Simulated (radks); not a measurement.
Species: the bismuth ion Bi2+. Configuration: [Hg] 6p1 (the NIST ground configuration). Calculated with a radial shooting solver on a logarithmic mesh with Libxc functionals: Dirac Kohn-Sham, LDA (Slater exchange, Perdew-Wang correlation), spin-unpolarised, spherical densities, finite nucleus; open shells are shared between the two j in proportion to 2j + 1; Fermi nuclear charge, rms radius 5.5211 fm. Some entries of the table are withheld. Estimate them.

orbital      occ.  eigenvalue (Ry)  <r^2> (bohr^2)
1s1/2           2        -6644.199       0.0003469
2s1/2           2        -1194.004        0.005196
2p1/2           2        -1148.168             (1)
2p3/2           4        -977.8740             (2)
3s1/2           2        -289.1460         0.03366
3p1/2           2        -268.2438         0.03052
3p3/2           4        -230.1239         0.03684
3d3/2           4        -195.5175         0.02803
3d5/2           6        -187.4277         0.02974
4s1/2           2        -67.30012             (3)
4p1/2           2        -58.18749             (4)
4p3/2           4        -48.77413             (5)
4d3/2           4        -33.86263          0.2002
4d5/2           6        -32.10503          0.2108
5s1/2           2        -12.86647          0.7740
4f5/2           6        -12.73047          0.2292
4f7/2           8        -12.32655          0.2356
5p1/2           2         -9.68976          0.8812
5p3/2           4         -7.85918           1.071
5d3/2           4         -3.41687           1.672
5d5/2           6         -3.19288           1.793
6s1/2           2              (6)           4.788
6p1/2    0.333333              (7)           6.599
6p3/2    0.666667              (8)           8.058

Answer. 
(1) 2p1/2 <r^2> (bohr^2): 0.003646
(2) 2p3/2 <r^2> (bohr^2): 0.004825
(3) 4s1/2 <r^2> (bohr^2): 0.1608
(4) 4p1/2 <r^2> (bohr^2): 0.1627
(5) 4p3/2 <r^2> (bohr^2): 0.1937
(6) 6s1/2 eigenvalue (Ry): -2.28214
(7) 6p1/2 eigenvalue (Ry): -1.58633
(8) 6p3/2 eigenvalue (Ry): -1.38258
